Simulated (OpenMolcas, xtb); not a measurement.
How methods differ on CH4ClGeO (SMILES [CH3][Ge]([OH])[Cl])

CH4ClGeO: 8 atoms, total charge 0, spin state doublet. As SMILES, `[CH3][Ge]([OH])[Cl]`. The coordinates come from a PBE0-D4/def2-TZVP relaxation. This is one conformer, not always the lowest.

```xyz
8

C     0.0700    1.2351   -0.0459
Ge   -0.6615   -0.5535    0.2727
O     0.7146   -1.5046    0.8800
Cl   -1.2471   -1.4321   -1.6394
H     0.4195    1.6524    0.8981
H     0.9069    1.1226   -0.7376
H    -0.6948    1.8762   -0.4809
H     0.5846   -2.4532    0.7971
```

Quantity: the energy change with the Ge2–O3 bond stretched from 1.780 to 2.313 Å, in eV. The values are calculated.

| level | kind | program | value (eV) | less CCSD(T)/6-31G* | CPU time (all runs) |
| --- | --- | --- | --- | --- | --- |
| GFN-FF | force field | xtb | 0.33 | -1.15 | under 2 s |
| GFN0-xTB | semi-empirical | xtb | 0.13 | -1.35 | under 2 s |
| UHF/6-31G* (spherical functions) | Hartree–Fock | OpenMolcas | 1.68 | +0.20 | 36 s |
| USVWN5/6-31G* (spherical functions) | LDA | OpenMolcas | 1.46 | -0.02 | 80 s |
| UBLYP/6-31G* (spherical functions) | GGA | OpenMolcas | 1.03 | -0.45 | 1.8 min |
| UTPSS/6-31G* (spherical functions) | meta-GGA | OpenMolcas | 1.25 | -0.23 | 2.5 min |
| UBHLYP/6-31G* (spherical functions) | global hybrid | OpenMolcas | 1.58 | +0.10 | 1.8 min |
| ROCCSD(T)/6-31G* (spherical functions) | coupled cluster or CI | OpenMolcas | 1.48 | 0.00 | 3.9 min |

Differences are taken from ROCCSD(T)/6-31G* (spherical functions) for orientation; it has basis-set and higher-order errors of its own. All-electron rows without a relativistic Hamiltonian named are non-relativistic. The first shape isn't each level's own minimum. The values span 0.13 to 1.68 eV. Spin contamination of the reference (⟨S²⟩ at least 0.1 too high) touches UHF/6-31G*. In the correlated wave-function rows the outer d shell of Ge is correlated, in sets not made for it. CPU times are rough (shared hosts, several kinds of processor): they show what a rung costs within a factor of a few.
